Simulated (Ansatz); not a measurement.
One change: `[SiH3]C[S][GaH2]` becomes `OCSC[SiH3]`.

Ansatz, PBE0-D4/def2-TZVP geometries, multiplicity 1. Each molecule was computed in one conformer, which needn't be the lowest.

Scalar relativity is left out up to krypton.

| property | `[SiH3]C[S][GaH2]` |
| --- | --- |
| size of the dipole moment (PBE/def2-TZVPP) / D | 1.16 |
| LUMO energy (PBE0/def2-TZVPP) / eV | -1.47 |
| LUMO energy (B3LYP/def2-TZVPP) / eV | -1.71 |
| HOMO–LUMO gap (PBE/def2-TZVPP) / eV | 3.70 |
| LUMO energy (PBE/def2-TZVPP) / eV | -2.24 |
| HOMO energy (ωB97M-V/def2-TZVPP) / eV | -9.14 |

(1) Give the same properties after the change, and the shifts. (Estimate.)

Results:

(1) Ansatz gave: 
```tsv
property	`OCSC[SiH3]`	shift
size of the dipole moment (PBE/def2-TZVPP) / D	0.86	-0.30
LUMO energy (PBE0/def2-TZVPP) / eV	0.39	1.86
LUMO energy (B3LYP/def2-TZVPP) / eV	0.14	1.85
HOMO–LUMO gap (PBE/def2-TZVPP) / eV	4.92	1.22
LUMO energy (PBE/def2-TZVPP) / eV	-0.52	1.72
HOMO energy (ωB97M-V/def2-TZVPP) / eV	-8.82	0.32
```

With PBE0 the HOMO rises by 0.40 eV and the LUMO rises by 1.86 eV, so the gap widens by about 1.46 eV. PBE moves the HOMO by 0.50 eV and ωB97M-V by 0.32 eV. Dipoles are sizes alone; their direction can turn.

B3LYP here is the variant with VWN-RPA as its local correlation; programs differ in this.
